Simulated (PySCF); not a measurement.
Delta-SCF ions had no search for a lower state. Excitations are Tamm–Dancoff values on a coarser integration grid. The basis has no diffuse functions, so Rydberg states are missing or too high.

**H₅GeO, SMILES `[OH2+][GeH3]` (charge 1, multiplicity 1)**

All values below come from r2SCAN-D4/def2-TZVP (PySCF).

The HOMO comes out as -14.48 eV and the LUMO is -7.18 eV. The HOMO–LUMO gap is 7.30 eV, the S1 excitation (TDA) comes out as 7.38 eV and the S1 oscillator strength is 0.001. The brightest of the four lowest singlets (TDA) is 10.16 eV. The T1 excitation (TDA) comes out as 6.74 eV and the S1–T1 gap (TDA) is 0.64 eV. The vertical ionisation energy (Delta-SCF) comes out as 17.94 eV and the adiabatic ionisation energy (no zero-point term) is 17.04 eV. The hole reorganisation energy (four-point) comes out as 2.192 eV, the total energy comes out as -2154.9387 Ha and the cost is roughly 9 core-minutes.

```xyz
7

O      0.9939     0.1150     0.1642
Ge    -0.9733    -0.0111    -0.0200
H      1.5209     0.6426    -0.4569
H      1.5179    -0.6454     0.4629
H     -1.2598    -0.5967     1.3489
H     -1.2406     1.4662    -0.2325
H     -1.1006    -0.9307    -1.2214
```
Charge +1, spin multiplicity 1.
